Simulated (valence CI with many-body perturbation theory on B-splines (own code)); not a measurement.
Os²⁶⁺: M1 decay

Level of theory: valence CI with perturbative core correlation (CI+MBPT): four valence electrons over a frozen Dirac-Fock core [Kr] 4d10, a basis of 7 s, 7 p, 7 d, 7 f, 4 g, 2 h functions for each j, with the one-electron correlation potential Σ1, the two-electron term Σ2, the three-electron term Σ3, Breit, model QED; selected CI, second order for the rest, scaled by the run's own slope (own B-spline code, finite nucleus).

No measured spectrum was set against this ion. As an estimate, large intervals hold to a few tenths of a per cent, small ones and those within an open d or f shell to about a per cent. Excitations out of the core, of the other parity, are not computed and may begin above about 171 eV (a cautious bound); beyond it only levels of the ground parity were kept, without lifetimes.

Lines 1 to 50 of 120 in falling wavelength, among levels below 1380200 cm⁻¹, chosen from the decays that carry over 1 % of a level's rate. Wavelengths and rates use the calculated energies. S is in atomic units (e²a₀⁴ for E2 and M2, e²a₀⁶ for E3), for M1 in squared Bohr magnetons. Weak lines are less certain than strong ones. Lines between different terms over intervals too small for the method are left out, as are lines whose strength nearly cancels. Where a level lies close to another of its J and parity, the split of strength between their lines is uncertain.

Levels are named by their leading jj configuration (3d3/2^4 stands for four electrons in 3d with j = 3/2), which in mixed levels can hold well under half, so a name can repeat and another be missing. Letters in brackets count levels of one name in rising energy.

```csv
λ vac (Å),Upper,Lower,Type,A (s⁻¹),S (a.u.)
18860,(4f5/2^3 4f7/2) J=2 [b],(4f5/2^3 4f7/2) J=3 [a],M1,1.27e+00,1.58e+00
16230,(4f5/2^3 4f7/2) J=3 [a],(4f5/2^3 4f7/2) J=4 [a],M1,4.56e+00,5.06e+00
11720,(4f5/2^3 4f7/2) J=8 [a],(4f5/2^3 4f7/2) J=7 [a],M1,1.67e+01,1.70e+01
11710,(4f5/2^2 4f7/2^2) J=0 [a],(4f5/2^2 4f7/2^2) J=1 [a],M1,2.24e+01,1.33e+00
11000,(4f5/2^3 4f7/2) J=1 [a],(4f5/2^4) J=2,M1,3.29e+01,4.87e+00
9789,(4f5/2^2 4f7/2^2) J=6 [d],(4f5/2^2 4f7/2^2) J=5 [b],M1,1.28e+01,5.79e+00
9244,(4f5/2^3 4f7/2) J=7 [a],(4f5/2^2 4f7/2^2) J=6 [a],M1,6.32e+01,2.78e+01
9043,(4f5/2^3 4f7/2) J=2 [a],(4f5/2^3 4f7/2) J=1 [a],M1,1.88e+01,2.58e+00
8639,(4f5/2^2 4f7/2^2) J=4 [a],(4f5/2^3 4f7/2) J=3 [b],M1,2.06e+01,4.43e+00
8627,(4f5/2^2 4f7/2^2) J=6 [c],(4f5/2^2 4f7/2^2) J=5 [a],M1,1.85e+01,5.72e+00
8144,(4f5/2^3 4f7/2) J=1 [b],(4f5/2^4) J=0,M1,7.11e+01,4.27e+00
7907,(4f5/2^3 4f7/2) J=3 [b],(4f5/2^3 4f7/2) J=4 [a],M1,1.89e+01,2.43e+00
7700,(4f5/2^3 4f7/2) J=2 [b],(4f5/2^3 4f7/2) J=1 [a],M1,9.24e+00,7.82e-01
7392,(4f5/2^2 4f7/2^2) J=3 [b],(4f5/2^2 4f7/2^2) J=2 [a],M1,2.60e+01,2.72e+00
6915,(4f5/2^2 4f7/2^2) J=6 [a],(4f5/2^3 4f7/2) J=5 [a],M1,1.93e+02,3.07e+01
6832,(4f5/2^2 4f7/2^2) J=5 [c],(4f5/2^2 4f7/2^2) J=4 [b],M1,1.13e+02,1.47e+01
6702,(4f5/2^2 4f7/2^2) J=5 [a],(4f5/2^2 4f7/2^2) J=4 [a],M1,9.51e+01,1.17e+01
6432,(4f5/2^2 4f7/2^2) J=3 [b],(4f5/2^2 4f7/2^2) J=4 [b],M1,8.53e+00,5.89e-01
5961,(4f5/2^3 4f7/2) J=3 [a],(4f5/2^4) J=2,M1,9.52e+01,5.23e+00
5878,(4f5/2^3 4f7/2) J=1 [b],(4f5/2^2 4f7/2^2) J=2 [a],M1,5.29e+00,1.19e-01
5555,(4f5/2^3 4f7/2) J=5 [a],(4f5/2^4) J=4,M1,3.11e+02,2.18e+01
5537,(4f5/2^2 4f7/2^2) J=4 [a],(4f5/2^3 4f7/2) J=3 [a],M1,1.44e+02,8.14e+00
5416,(4f5/2^2 4f7/2^2) J=5 [a],(4f5/2^3 4f7/2) J=5 [b],M1,6.52e+01,4.22e+00
4999,(4f5/2^2 4f7/2^2) J=2 [c],(4f5/2^2 4f7/2^2) J=2 [a],M1,2.95e+01,6.82e-01
4963,(4f5/2^3 4f7/2) J=2 [a],(4f5/2^4) J=2,M1,8.39e+01,1.90e+00
4836,(4f5/2^3 4f7/2) J=5 [b],(4f5/2^3 4f7/2) J=4 [a],M1,1.76e+02,8.11e+00
4598,(4f5/2^2 4f7/2^2) J=8 [a],(4f5/2^3 4f7/2) J=8 [b],M1,2.11e+01,1.30e+00
4529,(4f5/2^3 4f7/2) J=2 [b],(4f5/2^4) J=2,M1,7.58e+01,1.30e+00
4398,(4f5/2^2 4f7/2^2) J=9,(4f5/2^3 4f7/2) J=8 [b],M1,1.59e+02,9.55e+00
4383,(4f5/2^2 4f7/2^2) J=4 [b],(4f5/2^3 4f7/2) J=3 [b],M1,3.65e+02,1.03e+01
4381,(4f5/2^3 4f7/2) J=8 [b],(4f5/2^3 4f7/2) J=8 [a],M1,2.65e+02,1.40e+01
4299,(4f5/2^3 4f7/2) J=3 [b],(4f5/2^4) J=2,M1,2.29e+02,4.72e+00
4129,(4f5/2^2 4f7/2^2) J=4 [a],(4f5/2^3 4f7/2) J=4 [a],M1,1.66e+02,3.90e+00
4027,(4f5/2^2 4f7/2^2) J=2 [a],(4f5/2^3 4f7/2) J=3 [b],M1,8.33e+01,1.01e+00
3881,(4f5/2^3 4f7/2) J=7 [b],(4f5/2^3 4f7/2) J=7 [a],M1,2.12e+02,6.90e+00
3861,(4f5/2^2 4f7/2^2) J=4 [c],(4f5/2^2 4f7/2^2) J=4 [a],M1,2.67e+01,5.12e-01
3844,(4f5/2^2 4f7/2^2) J=2 [a],(4f5/2^3 4f7/2) J=2 [b],M1,1.75e+02,1.84e+00
3733,(4f5/2^2 4f7/2^2) J=3 [b],(4f5/2^2 4f7/2^2) J=4 [a],M1,8.33e+01,1.12e+00
3715,(4f5/2^2 4f7/2^2) J=3 [a],(4f5/2^3 4f7/2) J=2 [b],M1,9.13e+00,1.21e-01
3658,(4f5/2^2 4f7/2^2) J=8 [a],(4f5/2^3 4f7/2) J=7 [b],M1,2.44e+02,7.51e+00
3635,(4f5/2^2 4f7/2^2) J=5 [b],(4f5/2^3 4f7/2) J=5 [b],M1,1.63e+02,3.19e+00
3578,(4f5/2^2 4f7/2^2) J=2 [a],(4f5/2^3 4f7/2) J=2 [a],M1,5.69e+01,4.84e-01
3467,(4f5/2^2 4f7/2^2) J=3 [a],(4f5/2^3 4f7/2) J=2 [a],M1,5.78e+02,6.25e+00
3413,(4f5/2^2 4f7/2^2) J=4 [b],(4f5/2^3 4f7/2) J=3 [a],M1,3.18e+01,4.22e-01
3411,(4f5/2^3 4f7/2) J=4 [a],(4f5/2^3 4f7/2) J=5 [a],M1,9.00e+01,1.19e+00
3399,(4f5/2^2 4f7/2^2) J=5 [c],(4f5/2^3 4f7/2) J=5 [b],M1,5.99e+01,9.60e-01
3396,(4f5/2^2 4f7/2^2) J=4 [c],(4f5/2^3 4f7/2) J=5 [b],M1,1.83e+02,2.39e+00
3327,(4f5/2^2 4f7/2^2) J=6 [c],(4f5/2^3 4f7/2) J=5 [b],M1,2.34e+02,4.16e+00
3208,(4f5/2^2 4f7/2^2) J=5 [b],(4f5/2^2 4f7/2^2) J=6 [b],M1,3.17e+01,4.27e-01
3193,(4f5/2^2 4f7/2^2) J=2 [a],(4f5/2^3 4f7/2) J=3 [a],M1,3.04e+02,1.84e+00
```
